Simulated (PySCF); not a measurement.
# Silicon: highly charged ions in a basis for the neutral atom

Si¹¹⁺ [He] 2s1, Si¹²⁺ 1s2. Computed with PySCF 2.14 in def2-SVP, with the non-relativistic Hamiltonian (point nucleus). No spin-orbit coupling, so a gap to NIST mixes the basis error with missing relativistic terms.

Changed run: basis of the neutral atom used for a highly charged ion. This setting is unsound on purpose.

```csv
species,method,sound run (hartree),changed run (hartree),converged
Si¹¹⁺,UHF,not run,-206.03527,yes
Si¹¹⁺,PBE,not run,-205.95221,yes
Si¹¹⁺,r2SCAN,not run,-206.06833,yes
Si¹²⁺,UHF,not run,-187.28666,yes
Si¹²⁺,PBE,not run,-187.16641,yes
Si¹²⁺,r2SCAN,not run,-187.33565,yes
```

Ionisation energy of Si¹¹⁺:

```json
{"method": "UHF", "changed run (eV)": "510.18", "NIST (eV)": "523.41"}
{"method": "PBE", "changed run (eV)": "511.19", "NIST (eV)": "523.41"}
{"method": "r2SCAN", "changed run (eV)": "509.74", "NIST (eV)": "523.41"}
```

The contracted functions were made for the neutral atom and can be too rigid for a highly charged ion.
